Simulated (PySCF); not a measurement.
## Worked example: entropy of an ideal gas

Ga(Cl)(SH)2 (ClGaH₂S₂), SMILES [SH][Ga]([SH])[Cl].

The structure is a stationary point at PBE0-D3(BJ)/def2-SVP. One conformer was computed; it need not be the lowest.

PBE0-D3(BJ)/def2-SVP in PySCF 2.14.0 gives the harmonic wavenumbers 112, 115, 131, 194, 262, 357, 448, 452, 692, 727, 2714, 2717 cm⁻¹ and the rotational temperatures 0.1033, 0.0973, 0.0501 K. The molar mass is 171.31 g/mol, the symmetry number 2, the spin multiplicity 1.

Problem. Work out the entropy at 298.15 K and 1 atm in the rigid-rotor, harmonic-oscillator model.

Solution. 
Translation (Sackur–Tetrode at 1 atm): S = R[1.5 ln M + 2.5 ln T − 1.16487] = 172.9 J/(mol K).
Rotation: q = (√π/σ) T^1.5/√(θA θB θC) = 203000, S = R[ln q + 3/2] = 114.1 J/(mol K).
Vibration: with u = 1.4388 ν/T, each mode gives R[u/(e^u − 1) − ln(1 − e^−u)]:
```json
[
 {"ν (cm⁻¹)": "112", "modes": "1", "u": "0.54", "S (J/(mol K))": "13.53"},
 {"ν (cm⁻¹)": "115", "modes": "1", "u": "0.55", "S (J/(mol K))": "13.32"},
 {"ν (cm⁻¹)": "131", "modes": "1", "u": "0.63", "S (J/(mol K))": "12.26"},
 {"ν (cm⁻¹)": "194", "modes": "1", "u": "0.94", "S (J/(mol K))": "9.16"},
 {"ν (cm⁻¹)": "262", "modes": "1", "u": "1.26", "S (J/(mol K))": "6.90"},
 {"ν (cm⁻¹)": "357", "modes": "1", "u": "1.72", "S (J/(mol K))": "4.75"},
 {"ν (cm⁻¹)": "448", "modes": "1", "u": "2.16", "S (J/(mol K))": "3.35"},
 {"ν (cm⁻¹)": "452", "modes": "1", "u": "2.18", "S (J/(mol K))": "3.30"},
 {"ν (cm⁻¹)": "692", "modes": "1", "u": "3.34", "S (J/(mol K))": "1.32"},
 {"ν (cm⁻¹)": "727", "modes": "1", "u": "3.51", "S (J/(mol K))": "1.15"}
]
```
The stiffer modes add less than 0.005 each. Sum 69.1 J/(mol K).
Spin: R ln 1 = 0.0 J/(mol K).
Total 356.0 J/(mol K); the program's own thermochemistry gives 356.0. Translation makes up 49 % and vibration 19 %. Anharmonicity, hindered rotation and orbital degeneracy are left out.
